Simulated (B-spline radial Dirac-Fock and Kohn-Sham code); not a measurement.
# X-ray form factors of samarium in several charge states

Level of theory: Dirac-Fock orbitals of the configuration average with a finite nucleus; a radial B-spline solver.

Configurations: Sm⁵⁸⁺ [He] 2s2; Sm⁵⁹⁺ [He] 2s1; Sm⁶⁰⁺ 1s2. The first column is f₀ of Sm⁵⁸⁺, the others are differences from it.

```tsv
s (Å⁻¹)	Sm⁵⁸⁺	Δ Sm⁵⁹⁺	Δ Sm⁶⁰⁺
0	4.000	-1.000	-2.000
0.05	4.000	-1.000	-2.000
0.1	3.998	-0.999	-1.999
0.15	3.996	-0.998	-1.997
0.2	3.994	-0.997	-1.994
0.25	3.990	-0.995	-1.991
0.3	3.986	-0.993	-1.987
0.35	3.981	-0.991	-1.982
0.4	3.975	-0.988	-1.977
0.45	3.968	-0.985	-1.971
0.5	3.961	-0.982	-1.964
0.6	3.944	-0.974	-1.948
0.7	3.924	-0.964	-1.930
0.8	3.902	-0.954	-1.908
0.9	3.877	-0.942	-1.885
1	3.849	-0.929	-1.859
1.1	3.818	-0.914	-1.830
1.2	3.785	-0.899	-1.800
1.4	3.713	-0.865	-1.733
1.6	3.632	-0.828	-1.658
```

Values without a named source are computed, but for edge energies of neutral atoms, which are taken from tables.
